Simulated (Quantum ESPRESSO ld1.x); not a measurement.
Results of a calculation; reference values are marked as such.
One sound ld1.x (Quantum ESPRESSO 7.5) input for the ytterbium ion Yb+ gives E = -14076.62 hartree in 36 iterations:

```
 &input
    zed=70.0,
    iswitch=1,
    rel=2,
    dft='BLYP',
    config='[Xe] 4f14 6s1',
    lsmall=.true.,
    prefix='ld1',
    max_out_wfc=37,
    file_charge='ld1.rho',
 /
```

Changed or added lines, one case at a time, and what came of them:

- dft='PBEE': silently wrong. The misspelt name is not refused: the parser picks the pieces it recognises inside the string (index line 0 0 3 4 0 0 0), so another functional than the one meant is run.
- atom='Yb': harmless. atom and zed name the same element, and the result equals that of the sound run.
- config='[Xe] 4f14 6s1 8s1': refused. The program stops in el_config with "wrong main quantum number": the config string takes n from 1 to 7 alone.
- dft='SCAN': refused. The program stops in set_dft_from_name with "libxc needed for this functional": this build has no Libxc.
- tr2=1e-22: usable despite the warning. The threshold lies below the rounding noise, so the cycle runs to its limit and warns, but the energy differs from the sound run by less than 1e-5 hartree.
- beta=0.01: not converged. So little new potential is mixed in that the limit of 200 iterations comes first; the energy is off by +0.002655 hartree.
- config='[Xe] 4f14 6s1 7d-1': harmless. A negative occupation marks a state as unused; the result equals that of the sound run.
